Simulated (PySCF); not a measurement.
Gas-phase reaction: CH3GeH3 + 3 GeH2 + 3 CH3C(CH3)2CH3 ⇌ 4 Ge(CH3)4. Level: PBE0/def2-TZVP; standard pressure 1 bar.

Energies from PySCF, thermal terms from the rigid-rotor harmonic-oscillator model, ideal gas at 1 bar. All species are closed-shell singlets. Ge: all electrons, no relativistic terms. GeH2: computed as isolated molecules; such fragments, hydroxides, amides, oligomers or adducts are transient or little studied in the gas. The harmonic model lacks anharmonicity and excited electronic states, which grow with temperature; levels with a mode under 35 cm⁻¹ are left out. Internal rotation in CH3GeH3, CH3C(CH3)2CH3, Ge(CH3)4 is treated as a harmonic vibration of one conformer, which makes the entropy rough.

| T (K) | 1000/T (1/K) | log10 K |
|---|---|---|
| 1200 | 0.8333 | 17.50 |
| 1400 | 0.7143 | 13.17 |
| 1600 | 0.6250 | ? |
| 1800 | 0.5556 | 7.48 |
| 2000 | 0.5000 | 5.52 |
| 2500 | 0.4000 | 2.07 |

### Question
Fit log10 K = a + b·(1000/T) to the five rows, get the mean ΔH° and ΔS°, and predict log10 K at 1600 K.

### Answer
Means: 1000/T = 0.6006, log10 K = 9.148. Sums of products about the means: Sxy = 4.26070, Sxx = 0.119463, so b = Sxy/Sxx = 35.67 and a = 9.148 − (35.67)×0.6006 = -12.28.
ΔH° = −R ln 10 × 1000 K × b = −19.145 × (35.67) = -683 kJ; ΔS° = R ln 10 × a = -235 J/K. The run's own values go from -701 kJ and -249 J/K at 1200 K to -650 kJ and -220 J/K at 2500 K.
Prediction at 1600 K: -12.28 + (35.67)×0.6250 = 10.01. The computed value is 9.95, 0.06 from the line.
For scale, ΔH°(298 K) is -751 kJ at this level, -725 kJ at ωB97M-V/def2-TZVP†, and runs from -874 to 166 kJ over the 18 levels computed († marks an energy on the PBE0/def2-TZVP geometry).
